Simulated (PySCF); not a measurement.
A GIAO shielding run with PySCF 2.14.0 with density-fitted response routines (density fitting, non-relativistic, gas phase) on SMILES C#C[Si@@H](Cl)[Si@@H](N)[Si@@H](C)[SiH3], C₃H₁₂ClNSi₄:

```
$ OMP_NUM_THREADS=1 python probes_run.py task.json out

{"job": {"kind": "nmr", "xc": "PBE0", "basis": "pcSseg-1"}, "charge": 0, "multiplicity": 1}
C      3.634027     0.591231     1.293363
C      3.141520    -0.013562     0.377872
Si     2.317679    -0.960456    -0.987071
Cl     2.115872    -2.876046    -0.264963
Si     0.212509    -0.042244    -1.350326
N     -0.323526    -0.761193    -2.835769
Si    -1.311519    -0.180533     0.431880
C     -0.306833    -0.004542     2.043508
Si    -3.088873     1.321259     0.420897
H      4.076124     1.120819     2.088537
H      3.342876    -1.073094    -2.032259
H      0.405583     1.361663    -1.766763
H     -1.091949    -0.333964    -3.325984
H     -0.423539    -1.762879    -2.878471
H     -1.875387    -1.554241     0.480755
H     -0.930025    -0.159051     2.919430
H      0.504676    -0.725563     2.086707
H      0.136022     0.984425     2.124152
H     -3.828809     1.239980    -0.844218
H     -4.081169     1.134088     1.484417
H     -2.634180     2.710847     0.533834
```

Hardware: 1 thread of an Arm Neoverse V2, shared host. The job also computes population analyses, field gradients.

**Question.** How large is the calculation?

**Answer.** 110 electrons, 248 basis functions and 1402 auxiliary functions.

**Question.** How long does it take, and how much memory does it need?

**Answer.** 92 s of wall time, with 15 SCF cycles and 5 response iterations; peak memory 1.2 GiB. Times on a shared host scatter by some tens of per cent.
